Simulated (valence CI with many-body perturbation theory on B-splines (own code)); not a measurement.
Valence orbitals of Cs XLII

Level of theory: relativistic CI+MBPT: four valence electrons over a frozen Dirac-Fock core [Ne], a basis of 11 s, 11 p, 9 d, 7 f, 5 g, 2 h, 1 i functions for each j, with the one-electron correlation potential Σ1, the two-electron term Σ2, the three-electron term Σ3, Breit, model QED; selected CI, second order for the rest (own B-spline code, finite nucleus).

No measured spectrum was set against this ion. As an estimate, large intervals hold to a few tenths of a per cent, small ones and those within an open d or f shell to about a per cent.

These are the spectroscopic orbitals of the CI (the correlating ones are not listed), shaped by the core and the other valence electrons. h is the expectation value of the core's Dirac-Fock operator, without the valence repulsion; Σ1 is computed up to l = 3 at one energy for each symmetry, that of its lowest orbital but kept below the first core excitation, so for empty shells it is not the orbital's own correlation shift; Breit and QED include the response of the core.

```
Orbital  h (hartree)  Σ1 (cm⁻¹)  Breit (cm⁻¹)  QED (cm⁻¹)  ⟨r⟩ (bohr)
  3s1/2      -128.15      -6625         16028       12450      0.2685
  4s1/2       -69.67      -2206          6190        4949      0.4982
  5s1/2      -43.694      -1005          2953        2407      0.8016
  6s1/2      -29.941       -548          1650        1353       1.175
  3p1/2      -124.35      -8461         26708       -66.1      0.2549
  4p1/2      -68.084      -2763         10369       -16.2      0.4895
  5p1/2      -42.898      -1268          5040        -6.0      0.7964
  6p1/2      -29.486       -694          2837        -2.8       1.174
  3p3/2      -120.86      -7732         15933        1169      0.2633
  4p3/2      -66.665      -2589          6133         470      0.5007
  5p3/2      -42.186      -1200          3147         233      0.8104
  6p3/2       -29.08       -661          1773         133       1.191
  3d3/2      -116.06      -9413         12267        -435      0.2276
  4d3/2      -64.828      -2601          4386        -148      0.4713
  5d3/2      -41.285      -1155          2085       -69.5      0.7859
  3d5/2      -115.26      -8770          5831        24.4      0.2301
  4d5/2      -64.482      -2416          2068        36.6      0.4745
  5d5/2      -41.107      -1074          1002        23.1      0.7898
  4f5/2       -63.49      -2218           406       -59.8      0.4163
  5f5/2      -40.612      -1079           278       -32.5      0.7352
  4f7/2      -63.345      -2151           100        20.0      0.4178
  5f7/2      -40.537      -1043          68.2         8.2      0.7369
  5g7/2      -40.431                      8.5       -13.0      0.6499
  5g9/2      -40.388                      1.2         9.7      0.6510
```

Among the shells of the start configuration 3s2 3p2, Σ1 is largest in size for 3p1/2, where it is 0.031 % of h.

Lowest root of each symmetry, sizes in configuration state functions:

| J | Parity | Roots | Reference | Variational | Second order | Change by selected CI (cm⁻¹) | Change by second order (cm⁻¹) |
| --- | --- | --- | --- | --- | --- | --- | --- |
| 0 | even | 7 | 39 | 17443 | 38375 | -9407 | -1 |
| 1 | even | 10 | 70 | 39999 | 105778 | -8226 | -3 |
| 2 | even | 16 | 99 | 39997 | 202091 | -9248 | -28 |
| 3 | even | 9 | 71 | 40000 | 237803 | -10045 | -34 |
| 4 | even | 5 | 51 | 39997 | 164304 | -9626 | -38 |
| 5 | even | 2 | 19 | 23492 | 127875 | -10198 | -19 |
| 0 | odd | 3 | 28 | 12659 | 31370 | -9123 | -3 |
| 1 | odd | 8 | 72 | 35502 | 115110 | -10098 | -4 |
| 2 | odd | 9 | 83 | 39997 | 148807 | -7499 | -9 |
| 3 | odd | 5 | 67 | 40000 | 198995 | -10819 | -16 |
| 4 | odd | 2 | 41 | 29464 | 148556 | -11987 | -14 |
